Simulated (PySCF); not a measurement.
PySCF input file for Si(Cl)(F)2(NHMe) (CH4ClF2NSi), SMILES Cl[Si](F)(NC)F, PBE-D3(BJ)/def2-SVP. The structure is a stationary point at PBE-D3(BJ)/def2-SVP. The structure was generated by enumeration, and PubChem lists no compound with its InChIKey, so it may never have been made. The values are those of a single conformer.

```python
import numpy as np
from pyscf import gto, scf, dft, df
from pyscf.hessian import thermo

mol = gto.M(
    atom='''
    C    -2.37577850    0.15034880    0.72533563
    N    -0.99587087    0.45210459    1.07353591
    Si    0.37900259    0.26689443    0.09503834
    F     1.67964714    0.19062947    1.06065687
    F     0.69038583    1.49240586   -0.92700722
    Cl    0.21848675   -1.41372192   -1.07268742
    H    -2.88183992   -0.41830691    1.53443659
    H    -2.39803679   -0.48677412   -0.18050922
    H    -2.98119636    1.05976656    0.51232396
    H    -0.86376756    0.92792236    1.96928629
    ''',
    basis='def2-SVP',
    charge=0,
    spin=0,
    max_memory=1600,
    verbose=3,
)
mf = dft.RKS(mol, xc='pbe').density_fit(auxbasis='def2-universal-jkfit')
mf.disp = 'd3bj'
mf.grids.level = 3
mf.conv_tol = 1e-11
mf.max_cycle = 100
mf.kernel()

# [left out here: the lines that compute and print the analytic Hessian (its translational invariance restored by hand, since the grid's response is missing), thermochemistry and intensities]
```

It prints:

```
converged SCF energy = -1043.74105209029

WARN: DFTD3 does not support analytical Hessian, using finite difference


WARN: Mole.unit (angstrom) is changed to Bohr

Mode                                 0                   1                   2
Irrep
Freq [cm^-1]                       61.1402            114.3488            149.4879
Reduced mass [au]                   3.1022              1.1616              3.6309
Force const [Dyne/A]                0.0068              0.0089              0.0478
Char temp [K]                      87.9672            164.5225            215.0798
Normal mode                   x     y     z       x     y     z       x     y     z
       0   C                 0.01 -0.15  0.04   -0.01 -0.01  0.04   -0.05  0.05  0.14
       1   N                -0.02  0.08 -0.05   -0.00  0.05 -0.02   -0.01  0.03 -0.01
       2  Si                 0.01  0.02 -0.01   -0.00  0.00 -0.01   -0.02 -0.01 -0.02
       3   F                -0.01 -0.01  0.01   -0.03  0.01  0.03   -0.07 -0.01  0.04
       4   F                 0.10  0.01  0.00    0.03 -0.03 -0.03    0.02 -0.03 -0.03
       5  Cl                -0.05  0.02  0.01    0.01 -0.00 -0.00    0.07 -0.00 -0.05
       6   H                 0.12 -0.12  0.13    0.18 -0.45 -0.15   -0.01  0.22  0.28
       7   H                 0.06 -0.26  0.11   -0.04  0.41 -0.25   -0.15 -0.11  0.25
       8   H                -0.12 -0.26 -0.05   -0.15  0.01  0.54   -0.02  0.04  0.03
       9   H                -0.06  0.22 -0.12    0.05 -0.18  0.09    0.08  0.04 -0.03
Mode                                 3                   4                   5
Irrep
Freq [cm^-1]                      191.7582            250.9608            298.3323
Reduced mass [au]                  11.4280              9.1807              5.4913
Force const [Dyne/A]                0.2476              0.3407              0.2880
Char temp [K]                     275.8974            361.0768            429.2338
Normal mode                   x     y     z       x     y     z       x     y     z
       0   C                -0.02  0.01  0.01   -0.04  0.02  0.03   -0.04  0.02  0.00
       1   N                -0.03  0.08 -0.03   -0.00 -0.11 -0.03   -0.04  0.07 -0.03
       2  Si                -0.02  0.01 -0.02    0.00  0.00 -0.06    0.00 -0.07  0.05
       3   F                 0.02 -0.12 -0.08   -0.02  0.07 -0.03    0.07  0.09 -0.03
       4   F                -0.04  0.08  0.05    0.09  0.09  0.07   -0.01 -0.04  0.08
       5  Cl                 0.06 -0.03  0.04   -0.02 -0.06  0.02   -0.00 -0.02 -0.05
       6   H                 0.03 -0.05  0.00   -0.04  0.03  0.04   -0.01 -0.04 -0.01
       7   H                -0.02  0.05 -0.02   -0.15  0.06  0.01   -0.05  0.07 -0.03
       8   H                -0.08 -0.01  0.07    0.02  0.08  0.11   -0.07  0.01  0.06
       9   H                -0.03  0.13 -0.06    0.05 -0.08 -0.05   -0.08  0.30 -0.15
Mode                                 6                   7                   8
Irrep
Freq [cm^-1]                      308.4241            382.0059            395.6865
Reduced mass [au]                  11.4884              1.3197              5.0962
Force const [Dyne/A]                0.6439              0.1135              0.4701
Char temp [K]                     443.7536            549.6215            569.3048
Normal mode                   x     y     z       x     y     z       x     y     z
       0   C                 0.08  0.01 -0.01   -0.04 -0.01 -0.00    0.09 -0.01 -0.03
       1   N                 0.06  0.07 -0.04   -0.03  0.07 -0.07    0.02  0.07  0.11
       2  Si                 0.04 -0.02 -0.03    0.02 -0.00  0.02   -0.08  0.00 -0.00
       3   F                -0.04  0.01  0.10    0.05  0.01 -0.01   -0.06  0.03 -0.05
       4   F                -0.09  0.07  0.04   -0.00 -0.00  0.02    0.06 -0.00  0.04
       5  Cl                -0.03 -0.05 -0.03   -0.01 -0.01 -0.00    0.01 -0.04 -0.03
       6   H                 0.11  0.00  0.01    0.01  0.10  0.10    0.02 -0.03 -0.09
       7   H                 0.09 -0.02  0.01   -0.06 -0.15  0.09    0.25 -0.03 -0.02
       8   H                 0.04 -0.03 -0.03   -0.07 -0.05 -0.11    0.05 -0.05 -0.13
       9   H                 0.10  0.03 -0.03    0.08 -0.74  0.34    0.04 -0.10  0.20
Mode                                 9                  10                  11
Irrep
Freq [cm^-1]                      535.1168            781.7982            900.3611
Reduced mass [au]                  14.5021              6.6241             10.8919
Force const [Dyne/A]                2.4467              2.3854              5.2022
Char temp [K]                     769.9139           1124.8335           1295.4191
Normal mode                   x     y     z       x     y     z       x     y     z
       0   C                -0.06 -0.01  0.00    0.07  0.01 -0.00   -0.07 -0.00  0.00
       1   N                -0.04 -0.00  0.07    0.04 -0.05 -0.11    0.00  0.02  0.06
       2  Si                 0.02  0.09  0.05   -0.03  0.09  0.06    0.12  0.04 -0.03
       3   F                 0.06 -0.02  0.04   -0.03 -0.00 -0.03   -0.09  0.00 -0.06
       4   F                 0.01  0.05 -0.06   -0.02 -0.07  0.05   -0.02 -0.07  0.06
       5  Cl                -0.01 -0.08 -0.06   -0.00 -0.02 -0.01   -0.00 -0.00 -0.00
       6   H                -0.08 -0.02 -0.02    0.17  0.07  0.10   -0.12 -0.05 -0.05
       7   H                -0.01  0.00 -0.01   -0.10 -0.01  0.01    0.03 -0.00 -0.00
       8   H                -0.05 -0.01 -0.01    0.12  0.06  0.10   -0.11 -0.04 -0.05
       9   H                -0.11  0.06  0.04    0.05 -0.00 -0.14   -0.08  0.02  0.07
Mode                                12                  13                  14
Irrep
Freq [cm^-1]                      934.2456           1064.0541           1103.8029
Reduced mass [au]                  16.0014              1.2273              1.2851
Force const [Dyne/A]                8.2287              0.8187              0.9225
Char temp [K]                    1344.1714           1530.9369           1588.1267
Normal mode                   x     y     z       x     y     z       x     y     z
       0   C                 0.01 -0.00 -0.00   -0.04  0.05  0.07    0.00  0.11 -0.06
       1   N                -0.00  0.00 -0.02   -0.01 -0.03 -0.05   -0.01 -0.05  0.03
       2  Si                 0.05 -0.06  0.11   -0.00  0.00  0.03    0.00 -0.00 -0.00
       3   F                -0.09  0.01 -0.07   -0.00 -0.00 -0.01    0.00  0.00  0.00
       4   F                 0.02  0.08 -0.07    0.00  0.01 -0.01    0.00  0.00  0.00
       5  Cl                -0.00 -0.00 -0.00   -0.00 -0.00 -0.00   -0.00  0.00 -0.00
       6   H                 0.05  0.03  0.04   -0.18 -0.23 -0.21    0.54 -0.10  0.13
       7   H                -0.06 -0.00  0.00    0.51  0.06  0.04    0.07 -0.22  0.17
       8   H                 0.04  0.02  0.04   -0.15 -0.12 -0.28   -0.55 -0.23  0.03
       9   H                -0.07 -0.02  0.00    0.52  0.00 -0.14   -0.07  0.01  0.00
Mode                                15                  16                  17
Irrep
Freq [cm^-1]                     1147.8006           1358.9446           1402.5555
Reduced mass [au]                   3.2109              1.6080              1.1507
Force const [Dyne/A]                2.4924              1.7496              1.3336
Char temp [K]                    1651.4296           1955.2187           2017.9651
Normal mode                   x     y     z       x     y     z       x     y     z
       0   C                 0.14  0.05  0.08   -0.06  0.03  0.06   -0.10 -0.03 -0.02
       1   N                -0.16 -0.03 -0.03    0.13 -0.00 -0.05   -0.00 -0.00 -0.00
       2  Si                 0.03 -0.00 -0.02   -0.02 -0.00  0.01    0.00 -0.00 -0.01
       3   F                 0.00 -0.00 -0.00    0.00  0.00  0.00   -0.00  0.00  0.00
       4   F                -0.00 -0.01  0.00    0.00  0.00 -0.00   -0.00 -0.00  0.00
       5  Cl                -0.00  0.00  0.00    0.00 -0.00 -0.00    0.00  0.00  0.00
       6   H                -0.01 -0.03 -0.05   -0.01 -0.26 -0.12    0.35  0.12  0.34
       7   H                 0.23  0.08  0.05    0.05  0.06  0.03    0.63  0.05 -0.08
       8   H                 0.10 -0.00 -0.06    0.01 -0.02 -0.32    0.31  0.27  0.15
       9   H                -0.42 -0.06  0.02   -0.63 -0.06  0.08   -0.10 -0.01  0.01
Mode                                18                  19                  20
Irrep
Freq [cm^-1]                     1418.0464           1449.8945           2941.5225
Reduced mass [au]                   1.0381              1.0682              1.0393
Force const [Dyne/A]                1.2299              1.3231              5.2981
Char temp [K]                    2040.2530           2086.0754           4232.1959
Normal mode                   x     y     z       x     y     z       x     y     z
       0   C                -0.01  0.04 -0.03   -0.02  0.01  0.02   -0.05  0.01 -0.00
       1   N                -0.00  0.01 -0.01   -0.05  0.01  0.03   -0.00 -0.00  0.00
       2  Si                 0.00 -0.00 -0.00    0.01  0.00 -0.00    0.00 -0.00 -0.00
       3   F                -0.00 -0.00  0.00   -0.00 -0.00 -0.00   -0.00  0.00  0.00
       4   F                -0.00  0.00  0.00   -0.00 -0.00  0.00   -0.00 -0.00  0.00
       5  Cl                -0.00  0.00  0.00   -0.00  0.00  0.00    0.00  0.00  0.00
       6   H                -0.11 -0.34 -0.32    0.47 -0.40  0.01    0.22  0.27 -0.37
       7   H                 0.05 -0.56  0.39   -0.34  0.04 -0.02    0.00  0.21  0.29
       8   H                 0.25  0.27  0.35    0.39  0.14 -0.47    0.39 -0.63  0.15
       9   H                -0.01  0.00  0.00    0.21  0.03 -0.02   -0.00 -0.00 -0.00
Mode                                21                  22                  23
Irrep
Freq [cm^-1]                     3012.2865           3065.3974           3524.3211
Reduced mass [au]                   1.1035              1.1010              1.0748
Force const [Dyne/A]                5.8997              6.0953              7.8659
Char temp [K]                    4334.0097           4410.4243           5070.7133
Normal mode                   x     y     z       x     y     z       x     y     z
       0   C                -0.00 -0.08  0.04    0.02 -0.04 -0.08   -0.00  0.00  0.00
       1   N                 0.00  0.00 -0.00    0.00  0.00  0.00    0.01  0.03  0.06
       2  Si                 0.00 -0.00  0.00   -0.00  0.00 -0.00    0.00  0.00  0.00
       3   F                -0.00  0.00 -0.00   -0.00  0.00  0.00    0.00 -0.00 -0.00
       4   F                -0.00  0.00 -0.00    0.00  0.00  0.00    0.00  0.00 -0.00
       5  Cl                 0.00  0.00  0.00    0.00 -0.00  0.00    0.00 -0.00 -0.00
       6   H                 0.33  0.37 -0.55   -0.14 -0.18  0.24   -0.00 -0.00 -0.00
       7   H                 0.00  0.08  0.15    0.01  0.50  0.71    0.00 -0.01 -0.01
       8   H                -0.30  0.47 -0.10   -0.09  0.14 -0.05   -0.00  0.00 -0.00
       9   H                -0.00  0.00 -0.00    0.00 -0.01 -0.01   -0.12 -0.44 -0.85
temperature 298.1500 [K]
pressure 101325.00 [Pa]
Rotational constants [GHz] 2.33372 2.01051 1.50494
Symmetry number 1
Zero-point energy (ZPE) 0.06104 [Eh]   160253.498 [J/mol]
                           tot       elec      trans        rot        vib
Entropy [J/mol/K]       372.779      0.000    169.603    118.036     85.140
Cv [J/mol/K]            107.798      0.000     12.472     12.472     82.855
Cp [J/mol/K]            116.113      0.000     20.786     12.472     82.855
Internal energy [J/mol]                      3718.434   3718.434 173860.897
Internal energy [Eh]   -1043.67200  -1043.74105
Enthalpy [J/mol]                             6197.391   3718.434 173860.897
Enthalpy [Eh]          -1043.67106
Gibbs free energy [J/mol]                  -44369.755 -31474.131 148476.508
Gibbs free energy [Eh] -1043.71339
mode   freq/cm-1   IR/(km/mol)
   1       61.14         0.218
   2      114.35         4.515
   3      149.49         0.453
   4      191.76         0.843
   5      250.96         7.084
   6      298.33         4.362
   7      308.42        34.738
   8      382.01        91.321
   9      395.69        12.001
  10      535.12        67.974
  11      781.80       180.365
  12      900.36       146.302
  13      934.25       141.884
  14     1064.05        17.940
  15     1103.80         1.368
  16     1147.80       108.927
  17     1358.94        80.495
  18     1402.56         5.081
  19     1418.05         3.882
  20     1449.89         7.369
  21     2941.52        69.693
  22     3012.29        27.394
  23     3065.40         7.715
  24     3524.32        38.422
max |gradient| / (hartree/bohr): 0.000315767088367876
APT charges: [ 0.3473 -0.8356  2.0893 -0.6126 -0.6253 -0.4699 -0.0401  0.0269 -0.0563
  0.1764]
```

Self-consistency was reached.
